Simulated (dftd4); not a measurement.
F3Sc, triplet, geometry from GFN2-xTB (such geometries of metal compounds can be far from the true shape) (the multiplicity is a formal guess); dftd4 with D4 for b97d.

dftd4 was given this input:
```
$ dftd4 mol.xyz --func b97d --charge 0 --json dftd4.json --noedisp --property

# file mol.xyz
4

Sc    -0.00000000     0.00000000    -0.00000000
F     -1.56022411    -0.96698077     0.06599949
F     -0.00103303     1.69838251    -0.69943035
F      1.56125715    -0.73140173     0.63343086
```

Problem. What does dftd4 print? Leave out banner, timings and long lists.

Solution. 
```
                    ____  _____ _____     ____  _  _
      -------------|  _ \|  ___|_   _|---|  _ \| || |------------
     |             | | | | |_    | | ___ | | | | || |_           |
     |             | |_| |  _|   | ||___|| |_| |__   _|          |
     |             |____/|_|     |_|     |____/   |_|            |
     |             ===================================           |
     |            E. Caldeweyher, S. Ehlert & S. Grimme          |
     |          Mulliken Center for Theoretical Chemistry        |
     |                    University of Bonn                     |
      -----------------------------------------------------------

Rational (Becke-Johnson) damping: b97d-D4-ATM
---------------------
  s6         1.0000
  s8         1.6946
  s9         1.0000
  a1         0.2890
  a2         4.1341
 alp        16.0000
--------------------

Atomic data, radii in Ångström:
------------------------------------------------------
   Z          R(cov)      r4/r2   hardness         EN
------------------------------------------------------
  21 Sc       1.7733     3.4970     0.2101     1.3600
   9 F        0.8533     1.2638     0.6693     3.9800
------------------------------------------------------

Atomic reference systems (in atomic units):
----------------------------------------------------------------------------
   Z        #      CN     q+Z       C6(AA)   #      CN     q+Z       C6(AA)
----------------------------------------------------------------------------
  21 Sc     1  0.0000 21.0000    1583.8102   2  1.6064 21.5014     195.5028
            3  2.5027 21.6249     172.5743   4  3.8350 21.7870     176.6732
   9 F      1  0.0000  9.0000       9.7374   2  0.7408  8.7523      11.7796
----------------------------------------------------------------------------

Atomic properties (in atomic units):
----------------------------------------------------------------------------
     #    Z              CN          q      C6(AA)        C8(AA)   alpha(0)
----------------------------------------------------------------------------
     1   21 Sc       1.9322     1.3756    172.9317    22656.5494    29.4191
     2    9 F        0.6441    -0.4585     14.3542      245.6180     4.3674
     3    9 F        0.6441    -0.4585     14.3542      245.6180     4.3674
     4    9 F        0.6441    -0.4585     14.3542      245.6180     4.3674
----------------------------------------------------------------------------

Molecular properties (in atomic units):
----------------------------------------
 molecular C6                 544.4506
 molecular C8               36340.9839
----------------------------------------

Dispersion energy:      -8.2359396074011E-03 Eh

[Info] JSON dump of results written to 'dftd4.json'
```
